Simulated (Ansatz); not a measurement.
Born–Oppenheimer molecular dynamics of H$_{9}$N$_{3}$Si$_{2}$ (14 atoms, charge 0, multiplicity 1). It starts from a relaxed structure.

The calculation used RKS PBE0/STO-3G in Ansatz 0.2.0.

* ensemble: NVE (velocity Verlet)
* time step: 0.25 fs
* steps asked: 250
* starting velocities drawn for: 2000 K
* seed: 341625

Frames 1.25 fs apart, positions in Å.

Velocities at 25.0 fs (Å/ps):

```
Si -1.00 -0.88 -4.15
Si -1.92 3.10 0.46
H 2.30 31.18 10.05
H -61.01 -29.58 35.87
H 18.50 -4.48 1.59
N 6.17 8.48 -11.17
H 14.11 3.73 36.42
H 39.65 -29.54 27.68
N 2.79 -4.11 11.77
H -4.05 -24.76 -9.52
H -1.95 2.96 2.61
N -2.98 -3.39 -0.35
H 13.23 18.49 -33.46
H -22.69 -43.55 28.00
```

```xyz
14
Properties=species:S:1:pos:R:3 time_fs=25.0 energy_less_start_eV=1.832 T=821
Si 0.121 -0.063 -0.087
Si -0.111 0.000 2.136
H -1.385 0.655 2.256
H 0.220 -1.177 2.872
H 0.811 0.946 2.705
N 1.853 0.276 -0.629
H 2.784 0.093 -0.232
H 1.777 1.338 -0.495
N -0.811 1.280 -0.636
H -1.792 1.248 -0.164
H -0.421 2.075 -0.115
N -0.670 -1.575 -0.562
H -0.860 -2.214 0.138
H -1.418 -1.323 -1.136
14
Properties=species:S:1:pos:R:3 time_fs=26.2 energy_less_start_eV=1.681 T=918
Si 0.120 -0.065 -0.092
Si -0.113 0.004 2.137
H -1.385 0.690 2.273
H 0.139 -1.216 2.917
H 0.835 0.942 2.706
N 1.859 0.288 -0.644
H 2.797 0.088 -0.179
H 1.830 1.301 -0.465
N -0.809 1.275 -0.621
H -1.787 1.215 -0.182
H -0.420 2.088 -0.111
N -0.671 -1.577 -0.563
H -0.853 -2.215 0.121
H -1.468 -1.378 -1.116
14
Properties=species:S:1:pos:R:3 time_fs=27.5 energy_less_start_eV=1.413 T=1089
Si 0.121 -0.069 -0.096
Si -0.115 0.009 2.138
H -1.387 0.717 2.299
H 0.046 -1.248 2.959
H 0.857 0.938 2.706
N 1.864 0.299 -0.658
H 2.789 0.066 -0.120
H 1.887 1.284 -0.441
N -0.809 1.272 -0.608
H -1.767 1.180 -0.211
H -0.416 2.112 -0.108
N -0.669 -1.575 -0.568
H -0.860 -2.260 0.154
H -1.548 -1.435 -1.116
14
Properties=species:S:1:pos:R:3 time_fs=28.8 energy_less_start_eV=1.508 T=1029
Si 0.124 -0.074 -0.099
Si -0.116 0.013 2.140
H -1.385 0.734 2.329
H -0.054 -1.264 2.988
H 0.877 0.930 2.705
N 1.869 0.310 -0.673
H 2.746 0.029 -0.066
H 1.940 1.305 -0.421
N -0.810 1.271 -0.595
H -1.751 1.146 -0.239
H -0.417 2.136 -0.112
N -0.666 -1.571 -0.574
H -0.869 -2.315 0.202
H -1.621 -1.494 -1.116
14
Properties=species:S:1:pos:R:3 time_fs=30.0 energy_less_start_eV=1.605 T=967
Si 0.128 -0.080 -0.101
Si -0.117 0.016 2.143
H -1.378 0.743 2.362
H -0.158 -1.256 3.001
H 0.892 0.918 2.702
N 1.875 0.319 -0.687
H 2.671 -0.021 -0.021
H 1.987 1.351 -0.406
N -0.809 1.272 -0.584
H -1.756 1.115 -0.262
H -0.429 2.151 -0.124
N -0.666 -1.568 -0.581
H -0.868 -2.344 0.230
H -1.660 -1.550 -1.101
14
Properties=species:S:1:pos:R:3 time_fs=31.2 energy_less_start_eV=1.440 T=1073
Si 0.132 -0.087 -0.102
Si -0.118 0.020 2.147
H -1.365 0.744 2.394
H -0.261 -1.225 2.997
H 0.904 0.899 2.699
N 1.880 0.328 -0.700
H 2.571 -0.081 0.015
H 2.025 1.391 -0.399
N -0.807 1.275 -0.574
H -1.782 1.091 -0.276
H -0.453 2.156 -0.143
N -0.669 -1.569 -0.588
H -0.851 -2.331 0.224
H -1.655 -1.598 -1.070
14
Properties=species:S:1:pos:R:3 time_fs=32.5 energy_less_start_eV=1.289 T=1170
Si 0.138 -0.093 -0.103
Si -0.119 0.023 2.152
H -1.347 0.743 2.423
H -0.358 -1.177 2.979
H 0.915 0.875 2.697
N 1.885 0.338 -0.711
H 2.462 -0.144 0.044
H 2.050 1.406 -0.403
N -0.806 1.278 -0.565
H -1.814 1.078 -0.289
H -0.484 2.160 -0.163
N -0.675 -1.573 -0.593
H -0.817 -2.282 0.189
H -1.615 -1.631 -1.030
14
Properties=species:S:1:pos:R:3 time_fs=33.8 energy_less_start_eV=1.589 T=977
Si 0.144 -0.100 -0.104
Si -0.120 0.025 2.158
H -1.327 0.743 2.447
H -0.445 -1.123 2.954
H 0.926 0.847 2.700
N 1.889 0.349 -0.722
H 2.357 -0.206 0.069
H 2.065 1.387 -0.414
N -0.806 1.280 -0.558
H -1.831 1.079 -0.304
H -0.518 2.176 -0.177
N -0.681 -1.579 -0.598
H -0.770 -2.220 0.147
H -1.572 -1.648 -1.002
14
Properties=species:S:1:pos:R:3 time_fs=35.0 energy_less_start_eV=1.986 T=721
Si 0.150 -0.106 -0.104
Si -0.121 0.028 2.163
H -1.311 0.752 2.465
H -0.521 -1.077 2.930
H 0.942 0.817 2.709
N 1.891 0.359 -0.730
H 2.265 -0.258 0.086
H 2.071 1.347 -0.425
N -0.809 1.281 -0.553
H -1.829 1.095 -0.324
H -0.551 2.205 -0.182
N -0.683 -1.584 -0.603
H -0.715 -2.185 0.139
H -1.565 -1.651 -1.004
14
Properties=species:S:1:pos:R:3 time_fs=36.2 energy_less_start_eV=2.040 T=685
Si 0.156 -0.112 -0.105
Si -0.122 0.031 2.169
H -1.300 0.773 2.476
H -0.587 -1.052 2.915
H 0.962 0.784 2.725
N 1.892 0.366 -0.738
H 2.194 -0.291 0.089
H 2.074 1.312 -0.424
N -0.814 1.281 -0.548
H -1.813 1.120 -0.347
H -0.582 2.237 -0.182
N -0.682 -1.585 -0.610
H -0.658 -2.196 0.182
H -1.601 -1.643 -1.038
14
Properties=species:S:1:pos:R:3 time_fs=37.5 energy_less_start_eV=2.230 T=564
Si 0.162 -0.116 -0.106
Si -0.123 0.034 2.174
H -1.293 0.808 2.477
H -0.643 -1.052 2.911
H 0.987 0.749 2.749
N 1.889 0.366 -0.745
H 2.151 -0.302 0.076
H 2.079 1.305 -0.400
N -0.819 1.281 -0.545
H -1.804 1.149 -0.369
H -0.611 2.258 -0.184
N -0.678 -1.585 -0.617
H -0.605 -2.232 0.244
H -1.648 -1.626 -1.081
14
Properties=species:S:1:pos:R:3 time_fs=38.8 energy_less_start_eV=2.373 T=472
Si 0.167 -0.118 -0.107
Si -0.124 0.037 2.179
H -1.286 0.857 2.470
H -0.687 -1.073 2.914
H 1.013 0.710 2.780
N 1.884 0.362 -0.752
H 2.144 -0.295 0.051
H 2.086 1.324 -0.355
N -0.823 1.282 -0.542
H -1.817 1.174 -0.388
H -0.635 2.260 -0.189
N -0.673 -1.585 -0.623
H -0.566 -2.261 0.280
H -1.671 -1.604 -1.109
```

Of the whole run (62 fs, mean temperature of the second half 980 K): The conserved energy stayed within 0.25 meV per atom of its start (net change 0.21 meV per atom), so the integration is sound. The temperature averaged 0.49 of the 2000 K drawn at the start: a run that starts near a minimum puts about half its kinetic energy into the potential. A run of 0.062 ps of so small a system gives no equilibrium averages. Limits of this set-up: minimal basis.

The run took 11 min on 1 thread of Arm Neoverse V2 (shared host), peak memory 0.11 GiB.
